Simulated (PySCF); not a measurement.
CH₄NO, charge +1. Atoms are numbered in the order given.

```xyz
7

N     -0.1881     1.1186     0.0000
C      0.4328    -0.0274     0.0000
O     -0.1078    -1.2004     0.0000
H     -1.2062     1.2115     0.0000
H      0.3533     1.9845     0.0000
H      1.5272    -0.0399     0.0000
H     -1.0917    -1.2181     0.0000
```
Charge +1, spin multiplicity 1.

The structure is a stationary point at PBE-D3(BJ)/def2-TZVP. The isomer is the one that the SMILES or the coordinates give; other isomers of the formula were not compared. One conformer was computed; it need not be the lowest.

These are PBE-D3(BJ)/def2-TZVP run with PySCF values and carry that method's errors.

Harmonic, unscaled wavenumbers; measured fundamentals usually lie a few per cent lower.

```
mode  ν (cm⁻¹)  IR (km/mol)  moving atoms (share of kinetic energy)
----  --------  -----------  --------------------------------------
1          545          5.6          H 40 %, O 22 %, C 21 %, N 17 %
2          589         74.0                                  H 96 %
3          672        138.5                          H 83 %, N 14 %
4          711        115.4          H 54 %, C 26 %, O 11 %, N 10 %
5         1033         12.6                          H 73 %, N 19 %
6         1042         37.0                          H 79 %, C 20 %
7         1139        160.5                  H 55 %, O 32 %, N 10 %
8         1356         28.3                          H 81 %, N 12 %
9         1399          5.1                  H 45 %, C 36 %, O 13 %
10        1578         28.6                          H 72 %, C 21 %
11        1698        334.6                  C 48 %, N 25 %, H 22 %
12        3127         12.2                           H 91 %, C 9 %
13        3428        169.5                                  H 96 %
14        3532        154.0                           H 91 %, N 9 %
15        3569        151.7                                  H 94 %
```
